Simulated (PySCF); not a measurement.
Species: C6H5PSe.
Geometry (PBE0-D3(BJ)/def2-SVP, Å), atoms numbered from 1 in this order:
```
atom  x, y, z in Å
C1     2.8696   -1.4165    0.4214
C2     2.0617   -0.5163    0.5301
P3     0.9089    0.7894    0.7623
Se4    0.8572    1.5900    2.6797
C5     0.5320    1.5456   -0.7905
C6    -0.3990    0.6522   -0.4373
C7    -1.6701    0.0782   -0.7968
C8    -2.2872   -0.8267   -0.0252
H9     3.5849   -2.2144    0.3248
H10    0.7634    2.2924   -1.5528
H11   -2.1228    0.4205   -1.7345
H12   -3.2547   -1.2508   -0.3033
H13   -1.8381   -1.1594    0.9151
```

Theory: TDDFT PBE0/def2-SVPD, vertical, gas phase, core orbitals frozen in the response in PySCF 2.14.0, density-fitted response routines. Relativistic effects, spin–orbit coupling among them, are left out although an element past zinc is present.

Ground-to-excited transition dipoles (e·a0, same axes as the geometry; the sign carries no meaning), for the states with f of 0.002 or more among the lowest 9:

```json
{"state": "S2", "E (hartree)": "0.1217", "μx": "0.206", "μy": "0.043", "μz": "0.067"}
{"state": "S4", "E (hartree)": "0.1577", "μx": "-0.206", "μy": "-0.122", "μz": "-0.581"}
{"state": "S5", "E (hartree)": "0.1651", "μx": "0.266", "μy": "0.138", "μz": "0.260"}
{"state": "S6", "E (hartree)": "0.1707", "μx": "0.270", "μy": "-0.384", "μz": "-0.167"}
{"state": "S7", "E (hartree)": "0.1871", "μx": "-0.266", "μy": "-0.142", "μz": "-0.031"}
{"state": "S8", "E (hartree)": "0.1947", "μx": "0.415", "μy": "0.012", "μz": "0.192"}
{"state": "S9", "E (hartree)": "0.1973", "μx": "-0.645", "μy": "-0.646", "μz": "-0.266"}
```

Question: What oscillator strength does each state have?

Answer: f = (2/3) ΔE |μ|² with ΔE in hartree (27.2114 eV).

| state | \|μ\|² (au) | \|μ\| (D) | f |
| --- | --- | --- | --- |
| S2 | 0.049 | 0.56 | 0.004 |
| S4 | 0.395 | 1.60 | 0.041 |
| S5 | 0.158 | 1.01 | 0.017 |
| S6 | 0.249 | 1.27 | 0.028 |
| S7 | 0.092 | 0.77 | 0.011 |
| S8 | 0.209 | 1.16 | 0.027 |
| S9 | 0.904 | 2.42 | 0.119 |

Question: Which bond between heavy atoms lies closest to the direction of the S9 transition dipole?

Answer: C6–C7, at 20° from it; next C5–C6 at 32°.

Question: What angle do the transition dipoles of S6 and S7 make?

Answer: |cos θ| = |μa·μb| / (|μa| |μb|) = 0.08, so θ ≈ 85° (taken between 0 and 90°, since the signs are arbitrary).

Question: What peak molar absorption coefficient would the strongest computed level give as a lone Gaussian band 0.3 eV wide at half height?

Answer: ε(max) = 2.175×10⁸ f / FWHM, with the width in cm⁻¹. S9: 2.175×10⁸ × 0.1189 / 2420 ≈ 11000 L mol⁻¹ cm⁻¹.

All these states lie below the vertical ionisation energy of 8.03 eV (ΔSCF).

One conformer stands for the species.
